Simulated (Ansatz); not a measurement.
A short molecular-dynamics run on the cluster Hf2Si.

```yaml
crystal:
  periodic: [false, false, false]
  atoms:
    - {symbol: Hf, position_ang: [-1.563502, 1.418465, -1.513523]}
    - {symbol: Hf, position_ang: [-2.614702, -0.165652, 0.234359]}
    - {symbol: Si, position_ang: [-0.156396, 0.024187, -0.023137]}
basis:
  gaussian: {orbitals: def2-SVP}
hamiltonian: {xc: {name: r2SCAN}, dispersion: d3bjatm}
md: {timestep: 2 fs, n_steps: 15, ensemble: nve, temperature: 700, initial_velocities: maxwell_boltzmann, seed: 147}
scf: {omitted_lower_state_checks: [starts]}
```

```sh
$ ansatz run in.yaml --threads 2 --pin off --events-out ev --progress --plain --max-ram 4352MiB
```

```csv
step,time (fs),potential energy (eV),kinetic (eV),T (K),conserved (eV)
0,0.0,-10482.5770,0.0905,700,-10482.4865
1,2.0,-10482.5768,0.0903,699,-10482.4865
2,4.0,-10482.5732,0.0867,671,-10482.4865
3,6.0,-10482.5665,0.0801,619,-10482.4864
4,8.0,-10482.5575,0.0711,550,-10482.4864
5,10.0,-10482.5469,0.0606,469,-10482.4863
6,12.0,-10482.5356,0.0493,382,-10482.4863
7,14.0,-10482.5244,0.0382,295,-10482.4862
8,16.0,-10482.5140,0.0278,215,-10482.4862
9,18.0,-10482.5050,0.0189,146,-10482.4862
10,20.0,-10482.4981,0.0120,93,-10482.4861
11,22.0,-10482.4935,0.0074,57,-10482.4861
12,24.0,-10482.4915,0.0054,42,-10482.4861
13,26.0,-10482.4921,0.0060,46,-10482.4861
14,28.0,-10482.4951,0.0090,70,-10482.4861
15,30.0,-10482.5004,0.0142,110,-10482.4862
```

Velocities are drawn at the set temperature; a run this short doesn't reach equilibrium.

In the def2 sets Hf takes a core potential; there is no spin–orbit coupling. The restricted singlet is unstable towards broken spin symmetry at other levels; at RKS r2SCAN-D3(BJ)-ATM/def2-SVP this wasn't settled.

Frames (Å, forces in eV/Å):

```xyz
3
time=0.0 fs
Hf   -1.564    1.418   -1.514    0.011    0.106   -0.116
Hf   -2.615   -0.166    0.234   -0.109   -0.075    0.084
Si   -0.156    0.024   -0.023    0.098   -0.031    0.032
3
time=2.0 fs
Hf   -1.565    1.419   -1.515    0.111    0.010   -0.013
Hf   -2.615   -0.165    0.234   -0.028   -0.071    0.078
Si   -0.147    0.016   -0.015   -0.083    0.061   -0.065
3
time=4.0 fs
Hf   -1.566    1.420   -1.516    0.204   -0.079    0.082
Hf   -2.615   -0.165    0.234    0.051   -0.067    0.072
Si   -0.138    0.008   -0.006   -0.254    0.146   -0.154
3
time=6.0 fs
Hf   -1.568    1.421   -1.517    0.289   -0.161    0.169
Hf   -2.615   -0.165    0.234    0.125   -0.064    0.067
Si   -0.128    0.001    0.002   -0.414    0.225   -0.236
3
time=8.0 fs
Hf   -1.569    1.422   -1.518    0.365   -0.234    0.247
Hf   -2.615   -0.165    0.233    0.193   -0.061    0.063
Si   -0.120   -0.006    0.010   -0.558    0.295   -0.310
3
time=10.0 fs
Hf   -1.570    1.423   -1.519    0.432   -0.298    0.315
Hf   -2.615   -0.164    0.233    0.252   -0.059    0.060
Si   -0.112   -0.013    0.017   -0.684    0.357   -0.375
3
time=12.0 fs
Hf   -1.572    1.424   -1.519    0.490   -0.352    0.374
Hf   -2.615   -0.164    0.233    0.303   -0.059    0.058
Si   -0.106   -0.020    0.024   -0.793    0.411   -0.432
3
time=14.0 fs
Hf   -1.573    1.425   -1.520    0.539   -0.399    0.423
Hf   -2.615   -0.164    0.233    0.343   -0.059    0.057
Si   -0.100   -0.026    0.030   -0.882    0.457   -0.480
3
time=16.0 fs
Hf   -1.574    1.425   -1.521    0.580   -0.437    0.464
Hf   -2.614   -0.164    0.232    0.372   -0.059    0.057
Si   -0.095   -0.031    0.036   -0.952    0.496   -0.521
3
time=18.0 fs
Hf   -1.574    1.426   -1.521    0.612   -0.466    0.496
Hf   -2.614   -0.164    0.232    0.390   -0.061    0.058
Si   -0.092   -0.035    0.040   -1.002    0.527   -0.554
3
time=20.0 fs
Hf   -1.575    1.426   -1.522    0.637   -0.489    0.519
Hf   -2.614   -0.164    0.232    0.396   -0.063    0.060
Si   -0.091   -0.039    0.045   -1.033    0.552   -0.580
3
time=22.0 fs
Hf   -1.576    1.427   -1.522    0.654   -0.503    0.535
Hf   -2.613   -0.163    0.232    0.390   -0.066    0.064
Si   -0.090   -0.042    0.048   -1.044    0.569   -0.599
3
time=24.0 fs
Hf   -1.576    1.427   -1.523    0.664   -0.511    0.543
Hf   -2.613   -0.163    0.232    0.372   -0.069    0.068
Si   -0.091   -0.045    0.050   -1.036    0.580   -0.611
3
time=26.0 fs
Hf   -1.576    1.427   -1.523    0.667   -0.512    0.544
Hf   -2.612   -0.163    0.232    0.341   -0.073    0.073
Si   -0.094   -0.046    0.052   -1.008    0.585   -0.617
3
time=28.0 fs
Hf   -1.576    1.427   -1.523    0.663   -0.506    0.537
Hf   -2.611   -0.163    0.232    0.297   -0.078    0.079
Si   -0.098   -0.047    0.053   -0.960    0.583   -0.616
3
time=30.0 fs
Hf   -1.576    1.427   -1.523    0.653   -0.493    0.523
Hf   -2.610   -0.163    0.231    0.240   -0.083    0.086
Si   -0.103   -0.047    0.053   -0.893    0.576   -0.609
```

Hardware: 2 threads of Arm Neoverse V2 on a shared host. Wall time 70 s.
